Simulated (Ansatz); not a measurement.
The cluster Li₁₄⁺. The state is a doublet with charge 1. Geometry B3LYP/def2-SVP, that of the neutral singlet; atoms count from 1.

Cartesian coordinates in Å:
```
Li -1.307 0.893 -2.976
Li -0.056 -1.203 -1.157
Li -1.629 -1.850 0.938
Li 2.996 -0.754 2.961
Li -1.926 0.936 -0.204
Li -0.855 -4.065 -0.996
Li -2.860 -1.654 -1.789
Li 2.615 -0.373 -0.034
Li 0.703 1.806 -0.915
Li -1.633 3.689 -1.502
Li 2.641 2.147 1.583
Li -0.441 3.037 1.377
Li 0.520 0.160 1.582
Li 1.232 -2.769 1.132
```

The charge 1 doublet is spin-contaminated (final ⟨S²⟩ up to 0.87, 0.75 for a pure state). The structure comes from a short search, and lower isomers may exist.

**Question.** Estimate the Mulliken populations from the PBE0/def2-TZVP orbitals of Ansatz.

**Answer.** 
```tsv
atom	charge (e)	spin (α − β)
Li1	0.11	0.01
Li2	-0.08	0.03
Li3	0.07	0.11
Li4	0.16	0.12
Li5	0.01	0.20
Li6	0.16	0.13
Li7	0.12	0.03
Li8	0.07	0.11
Li9	0.01	0.19
Li10	0.15	-0.07
Li11	0.12	0.04
Li12	0.11	0.01
Li13	-0.09	0.03
Li14	0.09	0.06
```
Mulliken values depend strongly on the basis.

**Question.** Where does the spin sit?

**Answer.** Summed by element: Li 1.00, of 1 unpaired in all. Largest on single atoms: Li5 0.20, Li9 0.19, Li6 0.13.
